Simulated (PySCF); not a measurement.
UHF on Lu³⁺ (lutetium, charge +3)

Configuration: [Xe] 4f14, closed-shell 1S. All numbers are calculated (PySCF 2.14, scalar relativity by spin-free X2C-1e, in cc-pVDZ-X2C (8s7p5d3f1g, 84 functions)).

```
Total energy                        : -14556.819295 hartree
One-electron energy                 : -19930.2742 hartree
Hartree (Coulomb) energy            : 5673.2582 hartree
Exchange energy                     : -299.8033 hartree
⟨S²⟩                                : 0.0000
⟨L²⟩                                : 0.000
Sum of ⟨r⟩                          : 34.18 bohr
Sum of ⟨r²⟩                         : 31.59 bohr²
Langevin diamagnetic susceptibility : -25.0 ×10⁻⁶ cm³/mol
```

| shell | electrons | mean orbital energy (eV) | rms radius, mean of both spins (bohr) |
| --- | --- | --- | --- |
| 1s | 2 | -63665.3 | 0.0219 |
| 2s | 2 | -10993.1 | 0.0884 |
| 2p | 6 | -9695.0 | 0.0801 |
| 3s | 2 | -2569.7 | 0.227 |
| 3p | 6 | -2171.2 | 0.228 |
| 3d | 10 | -1678.9 | 0.208 |
| 4s | 2 | -562.05 | 0.509 |
| 4p | 6 | -428.37 | 0.541 |
| 4d | 10 | -248.27 | 0.592 |
| 5s | 2 | -99.672 | 1.26 |
| 5p | 6 | -64.998 | 1.47 |
| 4f | 14 | -48.822 | 0.791 |

Spin-orbit coupling, which splits the p, d and f shells strongly at this Z, is absent.

Densities and radii are taken from the X2C orbitals without a picture-change correction, which distorts them close to the nucleus.
